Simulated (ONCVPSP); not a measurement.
# Building the ONCV potential for C (Wu-Cohen, scalar-relativistic).

C, optimised norm-conserving Vanderbilt (ONCV), made with ONCVPSP 4.0.1 (Wu-Cohen, scalar-relativistic). Core [He], reference 2s2 2p2. Waves: 2s: rc 1.05 bohr, ncon 4, nbas 7, qcut 4.8 1/bohr, 2 projectors, debl 0.3 Ha; 2p: rc 3.10 bohr, ncon 4, nbas 8, qcut 4.7 1/bohr, 1 projector; d scattering state at 0.03 Ha: rc 2.45 bohr, ncon 4, nbas 7, qcut 3.4 1/bohr, 2 projectors, debl 3.8 Ha. Local part: polynomial inside 0.90 bohr (lpopt 5, dvloc0 0 Ha). Core correction: Teter function fitted to the true core (icmod 2), fcfact 0.65.

In the s channel the program set the typed energies aside and used -0.502, 0.250 Ha.

All-electron outer shells of the reference configuration (Wu-Cohen, scalar-relativistic, ld1.x):

| shell | level (eV) | outermost node (bohr) | outermost maximum (bohr) |
| --- | --- | --- | --- |
| 1s | -272.78 | – | 0.18 |
| 2s | -13.67 | 0.38 | 1.22 |
| 2p | -5.24 | – | 1.20 |

Calculated quality:

* Cutoffs needed: 48 Ha and 99 Ha (the cutoffs (Ha) at which the residual kinetic energy of the hardest occupied pseudo-wave falls to 1 and 0.1 mHa per electron)
* Ghost test: no bound ghost flagged; GHOST(+) flagged for d at 490.8 eV
* Largest excitation error: +2514 meV (all-electron minus pseudo) for 2s1 2p0, out of 4 test configurations
* rms error of d²Exc/dni dnj: 0.68 mHa without and 0.27 mHa with the model core

Generation and tests took about 2.6 s on one core of a shared server CPU.
